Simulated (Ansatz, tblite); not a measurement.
Isomers of Na3Cl3⁻ (doublet), found by a short tight-binding search and relaxed with PBE-D4/def2-SVPD in Ansatz.

The xTB rows come from tblite. HSE06 is defined as in plane-wave codes, on full-range PBE exchange. Correlated methods freeze 18 core orbitals; core or outer-core shells of Na are correlated, in sets that lack core-valence functions.

A: At HF/STO-3G the highest occupied level of the charge -1 doublet lies above zero (up to 6.00 eV). In Hartree–Fock with STO-3G the lack of diffuse functions raises the level. B: At HF/STO-3G, PBE-D4/def2-TZVPD, r2SCAN-D4/def2-TZVPD, PBE0-D4/def2-TZVPD and others the highest occupied level of the charge -1 doublet lies above zero (up to 9.70 eV). In Hartree–Fock with STO-3G the lack of diffuse functions raises the level. It is a level of α spin, whose loss leaves a singlet; that state wasn't run at this geometry and level. The electron is either unbound and held by the finite basis, or the level is raised by self-interaction error. C: At HF/STO-3G the highest occupied level of the charge -1 doublet lies above zero (up to 7.39 eV). In Hartree–Fock with STO-3G the lack of diffuse functions raises the level. D: At HF/STO-3G, PBE-D4/def2-TZVPD, r2SCAN-D4/def2-TZVPD, PBE0-D4/def2-TZVPD and others the highest occupied level of the charge -1 doublet lies above zero (up to 9.74 eV). In Hartree–Fock with STO-3G the lack of diffuse functions raises the level. It is a level of α spin, whose loss leaves a singlet; that state wasn't run at this geometry and level. The electron is either unbound and held by the finite basis, or the level is raised by self-interaction error.

Other spin states weren't relaxed.

A:

```
atom    x (Å)    y (Å)    z (Å)
 Na1   0.3859  -0.0086   0.8062
 Na2   0.3813   1.1255   4.2909
 Na3  -0.4147  -0.9889  -3.9437
 Cl4   0.4421   1.8490   6.6517
 Cl5   0.5352  -0.8851  -1.5723
 Cl6  -1.3298  -1.0919  -6.2327
```

B:

```csv
atom,x (Å),y (Å),z (Å)
Na1,1.040,0.526,0.740
Na2,-0.241,-2.179,-0.669
Na3,-1.820,1.136,-0.809
Cl4,-0.723,2.387,1.207
Cl5,0.388,0.107,-1.859
Cl6,1.355,-1.977,1.390
```

C:

```xyz
6

Na   -0.655    1.286   -0.166
Na    1.908   -3.081   -0.424
Na   -3.194    4.386    1.762
Cl   -1.842    3.494   -0.299
Cl    3.170   -5.193   -0.604
Cl    0.612   -0.892   -0.269
```

D:

Cartesian coordinates in Å:
```
Na -0.1586 1.7292 1.0489
Na 0.6269 -1.6348 1.0190
Na -1.3507 -0.3013 -1.4787
Cl 0.0922 -2.4646 -1.3887
Cl 1.7863 0.3986 2.1544
Cl -0.9960 2.2729 -1.3550
```

Estimate which lies lowest at each level, and how far above it the others are (kcal/mol).


```csv
level,A,B,C,D
GFN1-xTB,0.0,7.1,30.7,3.4
GFN2-xTB,13.0,0.0,15.8,0.7
HF/STO-3G,28.0,17.3,0.0,26.1
HF/def2-SVPD,12.6,0.0,1.8,6.7
HF/def2-TZVPD,11.4,0.0,1.4,6.5
PBE-D4/def2-TZVPD,16.6,0.0,6.8,3.9
r2SCAN-D4/def2-TZVPD,18.1,0.0,8.3,5.8
PBE0-D4/def2-TZVPD,16.4,0.0,6.4,4.7
r2SCAN0-D4/def2-TZVPD,17.5,0.0,7.6,5.7
HSE06-D4/def2-TZVPD,16.5,0.0,6.5,4.7
BHLYP-D4/def2-TZVPD,15.7,0.0,5.1,4.8
MP2/def2-SVPD,16.9,0.0,5.2,6.6
MP2/def2-TZVPD,16.7,0.0,6.5,6.6
CCSD/def2-SVPD,16.9,0.0,5.1,6.3
CCSD(T)/def2-SVPD,17.3,0.0,5.4,6.2
```
Point groups (tolerance 0.1 Å): A Cs, B Cs, C Cs, D C3v. Lower isomers may exist.
